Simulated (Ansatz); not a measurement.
A run for Ansatz (a quantum-chemistry and plane-wave program): R-r2SCAN/def2-TZVPP on C2H6OSi (SMILES CO[Si]C), a point of a torsion scan.

Ansatz 0.2 input:
```yaml
crystal:
  periodic: [false, false, false]
  atoms:
    - {symbol: C, position_ang: [1.87813492, -0.31248625, -0.00387078]}
    - {symbol: O, position_ang: [1.37149315, 0.64130482, -0.87054659]}
    - {symbol: Si, position_ang: [1.65277166, 0.84236672, -2.48380778]}
    - {symbol: C, position_ang: [0.54689472, 2.39036078, -2.67583257]}
    - {symbol: H, position_ang: [2.89036299, -0.04253066, 0.31340965]}
    - {symbol: H, position_ang: [1.91403959, -1.30109134, -0.47109805]}
    - {symbol: H, position_ang: [1.23357058, -0.35776265, 0.87653808]}
    - {symbol: H, position_ang: [-0.00730063, 2.63165411, -1.76863952]}
    - {symbol: H, position_ang: [-0.16878427, 2.24987027, -3.48433116]}
    - {symbol: H, position_ang: [1.14991945, 3.25705424, -2.94320865]}
basis:
  gaussian:
    orbitals: def2-TZVPP
hamiltonian:
  xc: {name: r2SCAN}
scf: {lower_state_search: off}
```

The head of its log:

```
WARN ansatz: RAYON_NUM_THREADS=1 ignored (pool sized by the plan → 1); use --threads N
Functional definition: r2SCAN
these checks for a lower state are left out or cut short: stability, starts, cluster_reference, orbital_swaps, neighbouring_geometries, increment
integrals: 0.12 GiB planned
1153 factors; their error is unknown
mean field: 0.91 GiB planned
mean field evaluation 1: about -12081.5333 eV, gradient 8.0e1 eV
mean field evaluation 2: about -12035.0856 eV, gradient 1.6e2 eV
```

Problem. Predict the final total energy.

Solution. -444.4842 hartree.
